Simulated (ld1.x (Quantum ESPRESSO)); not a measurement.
**Transferability test, TM potential for Ag**

```
Element                 : Ag
Generator               : ld1.x (Quantum ESPRESSO) 7.5
Type                    : norm-conserving Troullier–Martins (Kleinman–Bylander form)
Functional              : PBE
Relativity              : scalar-relativistic
Frozen core             : [Ar] 3d10
Valence charge          : 19
Reference configuration : 4s2 4p6 4d10 5s0 5p0 (charge +1)
Partial waves           : 4s (bound): rc 1.20 bohr; 4d (bound): rc 1.75 bohr; 4p (bound): rc 1.15 bohr
Local potential         : the p channel
Core correction         : a·sin(br)/r model core inside 1.05 bohr
```

Energies are relative to the spin-unpolarised reference configuration 4s2 4p6 4d10 5s0 5p0; without spin polarisation the order of configurations can differ from experiment.

```csv
valence configuration,charge,ΔE all-electron (eV),error AE − PS (meV)
4s2 4p6 4d10 5s1 5p0,0,-7.757,+158
4s2 4p6 4d8 5s0 5p0,+3,58.307,+5.1
4s2 4p6 4d10 5s0 5p1,0,-3.891,+19
4s2 4p6 4d9 5s1 5p1,0,0.815,+253
4s2 4p6 4d7 5s0 5p0,+4,110.023,+31
4s2 4p6 4d10 5s0.5 5p0,+0.5,-4.741,+92
```

(1) What are ΔE and the potential's error for 4s2 4p6 4d9 5s0 5p0?

Results:

(1) ΔE = 22.114 eV all-electron; the error (AE − PS) is -0.5 meV.
